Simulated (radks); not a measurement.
Results of a calculation; reference values are marked as such.
Task: These are the eigenvalues of the occupied orbitals of an atom or ion with whole-number occupations (eV). Code: a radial shooting solver on a logarithmic mesh with Libxc functionals. Model: scalar-relativistic Kohn-Sham, r2SCAN, spin-unpolarised, spherical densities, finite nucleus; meta-GGA in the generalised Kohn-Sham scheme; Fermi nuclear charge, rms radius of each element as measured or else 0.836 A^(1/3) + 0.57 fm.

1s: -46751.60
2s: -7665.807
2p: -6835.595
3s: -1692.202
3p: -1431.259
3d: -1078.086
4s: -344.9002
4p: -258.7046
4d: -137.3207
5s: -50.7827
5p: -30.2449
6s: -8.2847
4f: -8.2756

Which element is it, and in what charge state? The configuration may be excited.

Result: Z = 62, samarium, charge +1: Sm+ in [Xe] 4f6 6s1. The list shows which subshells hold electrons but not how many an open one holds; the 1s level, -1718.1 hartree, gives Z - s = 58.6 by -(Z - s)^2/2, which with screening and relativity narrows Z to a few neighbours, and the depths of the outer levels then fix element, charge and occupations together.
